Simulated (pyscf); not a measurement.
**O=In–OH (SMILES [O]=[In][OH]), singlet**

Gas-phase minimum from PySCF at ωB97X-D3(BJ)/def2-SVP, one conformer. 

SMILES: [O]=[In][OH]
```xyz
4

O      0.7013     0.1956     1.4766
In    -0.7376    -0.3589     0.4765
O     -2.2862    -1.0144    -0.5249
H     -2.4698    -0.5107    -1.3284
```

Bond lengths (Å): O1–In2 1.838, In2–O3 1.957, O3–H4 0.966. Angles (°): O1–In2–O3 177.3, In2–O3–H4 113.7.

Properties at ωB97X-D3(BJ)/def2-SVP:

```yaml
harmonic_wavenumbers_unscaled: 142, 146, 628, 808, 839, 3891 cm⁻¹
zero_point_energy: 9.2 kcal/mol
rotational_symmetry_number: 1
Entropy of this conformer at 298 K and 1 atm, rigid rotor and harmonic oscillator, modes under 100 cm⁻¹ raised to 100: 284.4 J/(mol K)
dipole_moment: 4.19 D
```

Single-point totals, which compare only within one level (frozen core for MP2 and CC):

| level | total energy (hartree) |
|---|---|
| ωB97X-D3(BJ)/def2-TZVP | -341.29533 |
| PBE/def2-TZVP | -341.07922 |
| r²SCAN/def2-TZVP | -341.22010 |
| B3LYP-D3(BJ)/def2-TZVP | -341.28963 |
| PBE0-D3(BJ)/def2-TZVP | -341.05593 |
| M06-2X/def2-TZVP | -341.08306 |
| ωB97M-D3(BJ)/def2-TZVP | -341.27269 |
| HF/def2-TZVPP | -339.52164 |
| MP2/def2-TZVPP | -340.30885 |
| CCSD/def2-TZVPP | -340.28560 |
| CCSD(T)/def2-TZVPP | -340.32004 |

Soft torsions are taken as harmonic, which can shift the entropy by several J/(mol K). The CCSD(T) − MP2 part came from Ansatz, without density fitting, on the same reference. The frozen core leaves the outer d or s,p core shells of the metals and heavy elements correlated in the MP2 and CC values, and def2-TZVPP describes them poorly, so these totals are far from the basis limit. Elements past Kr carry the def2 core potentials, without spin-orbit coupling.
